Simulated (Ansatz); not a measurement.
```yaml
crystal:
  periodic: [false, false, false]
  atoms:
    - {symbol: Ge, position_ang: [-1.299123, 2.854708, -0.537208]}
    - {symbol: Ge, position_ang: [0.307557, 0.024355, -2.397582]}
    - {symbol: Ge, position_ang: [-2.276780, 1.060176, 1.291471]}
    - {symbol: Ge, position_ang: [2.082002, 0.713743, 1.441394]}
    - {symbol: Ge, position_ang: [-1.073970, -1.190449, 1.230309]}
    - {symbol: Ge, position_ang: [1.252719, 3.062080, -0.345210]}
    - {symbol: Ge, position_ang: [0.709419, -3.319107, -0.233561]}
    - {symbol: S, position_ang: [-1.779531, 0.594417, -1.034103]}
    - {symbol: S, position_ang: [1.124301, -1.494945, 1.630353]}
    - {symbol: S, position_ang: [0.021781, 2.153870, 1.631281]}
    - {symbol: S, position_ang: [-1.654685, -3.114174, 0.482313]}
    - {symbol: S, position_ang: [2.044043, 0.878754, -0.932876]}
    - {symbol: S, position_ang: [0.542277, -2.223429, -2.226560]}
basis:
  gaussian: {orbitals: def2-TZVP}
magnetization: {spin_polarized: true, initial_magnetization: 2}
hamiltonian: {xc: pbe0, dispersion: d4}
scf: {omitted_lower_state_checks: [starts]}
output: {orbitals: {seedname: orbitals}}
```

```sh
$ ansatz run in.yaml --threads 4 --pin off --events-out ev --progress --plain --max-ram 6963MiB
```

Does this run fit into the memory that it is given?

No. It has 558 basis functions, and Ansatz plans for 16 GiB where 7 GiB are given.
